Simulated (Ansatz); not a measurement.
Ansatz (a program for electronic structure) input (PBE/6-311+G**): The .json file is the Basis Set Exchange's 6-311+G**.

Ansatz 0.2 input:
```yaml
crystal:
  periodic: [false, false, false]
  atoms:
    - {symbol: C, position_ang: [1.83886900, 0.72089100, 0.12061500]}
    - {symbol: N, position_ang: [0.78353700, -0.20760500, 0.47951600]}
    - {symbol: B, position_ang: [-0.54195900, -0.21110400, -0.03759300]}
    - {symbol: O, position_ang: [-1.48256300, -1.14212700, 0.34308200]}
    - {symbol: O, position_ang: [-0.98831700, 0.71923900, -0.94662100]}
    - {symbol: H, position_ang: [2.55628700, 0.82039600, 0.93641100]}
    - {symbol: H, position_ang: [2.39042000, 0.42092600, -0.77804300]}
    - {symbol: H, position_ang: [1.42714300, 1.71802400, -0.05270300]}
    - {symbol: H, position_ang: [1.08719500, -0.96759200, 1.06405300]}
    - {symbol: H, position_ang: [-1.18677200, -1.75620200, 1.01814500]}
    - {symbol: H, position_ang: [-0.31540600, 1.33095700, -1.25188500]}
basis:
  gaussian:
    orbitals: 6-311+G__.json
hamiltonian:
  xc: {name: PBE}
output: {forces: true}
```

Output:

```
Functional definition: PBE
integrals: 0.07 GiB planned
1221 factors; their error is unknown
mean field: 0.48 GiB planned
mean field evaluation 1: about -7373.0820 eV, gradient 1.0e2 eV
mean field evaluation 2: about -7286.9301 eV, gradient 2.0e2 eV
mean field evaluation 4: about -7391.7334 eV, gradient 1.9e1 eV
mean field evaluation 8: about -7392.4674 eV, gradient 1.3e-1 eV
mean field evaluation 16: about -7392.4291 eV, gradient 4.9e-4 eV
mean field -7392.42906483 eV, -271.6667573640 hartree, gradient 2.6e-5 eV, S^2 0.000000; 0 other end points of the search recorded, 0 dependent functions left out
the calculation of the forces begins
reference -7392.42913246 eV, -271.6667598493 hartree; 20, 20 occupied and 126, 126 virtual orbitals, 1221 factors
Total energy: -7392.42913246 eV, -271.6667598493 hartree
Atom 0 at     1.838869     0.720891     0.120615 Å, force    -0.104407    -0.130967     0.013905 eV/Å
Atom 1 at     0.783537    -0.207605     0.479516 Å, force     0.069643     0.178901    -0.049209 eV/Å
Atom 2 at    -0.541959    -0.211104    -0.037593 Å, force     0.114679    -0.004112     0.032517 eV/Å
Atom 3 at    -1.482563    -1.142127     0.343082 Å, force    -0.461880    -0.016930    -0.192945 eV/Å
Atom 4 at    -0.988317     0.719239    -0.946621 Å, force    -0.490464     0.004787    -0.149354 eV/Å
Atom 5 at     2.556287     0.820396     0.936411 Å, force     0.218702     0.052081     0.235467 eV/Å
Atom 6 at     2.390420     0.420926    -0.778043 Å, force     0.181574    -0.077875    -0.267678 eV/Å
Atom 7 at     1.427143     1.718024    -0.052703 Å, force    -0.112403     0.309945    -0.042937 eV/Å
Atom 8 at     1.087195    -0.967592     1.064053 Å, force     0.126972    -0.325058     0.252212 eV/Å
Atom 9 at    -1.186772    -1.756202     1.018145 Å, force     0.150692    -0.217569     0.262746 eV/Å
Atom 10 at    -0.315406     1.330957    -1.251885 Å, force     0.306893     0.226794    -0.094724 eV/Å
Dipole moment:     0.768508    -0.026045     0.282537 e Å
```

The geometry given is a B3LYP-D3(BJ)/def2-TZVP minimum.
